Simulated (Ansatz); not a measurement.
BClH5NOSi can be A, `N[SiH2]B(O)Cl`, or B, `NB(Cl)O[SiH3]`.

Isolated molecules relaxed with PBE0-D4/def2-TZVP in Ansatz; ΔE leaves out vibrations. CCSD(T)/CBS adds triple-zeta CCSD(T) − MP2 to the extrapolated MP2 energy (def2 sets, frozen cores). DFT in def2-TZVPP. B3LYP here is the variant with VWN-RPA as its local correlation; programs differ in this. One conformer a species, not always the lowest.

A:

Z-matrix (Å, degrees):
```
Si
B 1 2.033
N 1 1.725 2 116.1
H 1 1.491 2 106.8 3 -120.9
H 1 1.488 2 109.1 3 121.3
Cl 2 1.785 1 119.7 3 16.0
O 2 1.345 1 121.6 3 -165.0
H 3 1.008 1 118.2 2 76.4
H 3 1.008 1 118.7 2 -60.7
H 7 0.964 2 114.2 1 -178.5
```

B:

Z-matrix (Å, degrees):
```
Si
O 1 1.641
H 1 1.482 2 108.8
H 1 1.482 2 108.9 3 -120.2
H 1 1.490 2 110.5 3 119.9
B 2 1.357 1 138.0 3 -120.6
Cl 6 1.779 2 117.5 1 -179.9
N 6 1.397 2 124.1 1 0.1
H 8 1.005 6 123.1 2 0.1
H 8 1.003 6 122.1 2 180.0
```

Task: Which isomer does CCSD(T)/CBS put lower? Give the gap. (An estimate is asked.)

Result: The calculation gave: B, by 167.4 kJ/mol.

Task: Give E(B) − E(A) in kJ/mol with MP2/def2-TZVPP, PBE0-D4, CCSD(T)/def2-TZVPP, B3LYP-D4, PBE-D4, r2SCAN-D4, CCSD/def2-TZVPP. (Best estimate.)

Result: The calculation gave: MP2/def2-TZVPP -173.9, PBE0-D4 -159.2, CCSD(T)/def2-TZVPP -168.7, B3LYP-D4 -171.0, PBE-D4 -149.5, r2SCAN-D4 -166.9, CCSD/def2-TZVPP -172.5. None reverses the order clearly.

Largest T1 diagnostic: 0.012.

In def2-TZVPP, CCSD(T) changes the Hartree–Fock value by +25.7 kJ/mol (the triples alone add +3.8 kJ/mol) and MP2 by +20.5 kJ/mol. From PBE to PBE0 (25 % exact exchange), in def2-TZVPP and without D4, E(B) − E(A) moves by −9.7 kJ/mol.
